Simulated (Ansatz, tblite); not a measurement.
Cost and result up the ladder for the cluster Li₅H₄ (the lowest doublet isomer of a short search) (9 atoms). The state is a doublet with charge 0. Geometry: PBE-D4/def2-TZVP.

```xyz
9

Li   -0.426   -1.992   -0.335
Li   -0.351   -0.572    1.946
Li   -0.572    1.967    0.414
Li   -0.662    0.526   -1.906
Li    1.230    0.433   -0.313
H     0.488    0.830    1.322
H     0.388   -0.829   -1.355
H     0.290    1.795   -1.123
H    -0.386   -2.157    1.350
```

Ansatz on 4 threads of Arm Neoverse V2 on a shared host; xTB runs through tblite on one thread. Times are rough, summed over both states, and most runs start from the orbitals of an earlier one. CCSD(T)/def2-TZVPP serves as the yardstick here, not as an exact answer. The other state is a singlet.

The xTB rows come from tblite. Correlated methods freeze no core orbitals; core or outer-core shells of Li are correlated, in sets that lack core-valence functions. The structure comes from a short search, and lower isomers may exist.

Correlated methods converge slowly with the basis.

Raw xTB energies of ions are shifted by several eV, and xTB has no spin-polarisation term.

```csv
level,functions,vertical IE (eV),difference from CCSD(T)/def2-TZVPP (eV)
GFN2-xTB,24,8.12,3.85
r2SCAN-D4/def2-TZVP,94,4.57,0.31
CCSD(T)/def2-TZVPP,151,4.27,0.00
GFN1-xTB,28,11.97,7.71
PBE-D4/def2-TZVP,94,4.66,0.40
PBE0-D4/def2-TZVP,94,4.63,0.36
```

Question: Estimate how long each takes.

Answer: GFN2-xTB 0.004 s; GFN1-xTB 0.006 s; PBE-D4/def2-TZVP 1.4 s; PBE0-D4/def2-TZVP 2.1 s; r2SCAN-D4/def2-TZVP 3 s; CCSD(T)/def2-TZVPP 38 s. On shared hardware such times vary by a factor of up to 3.
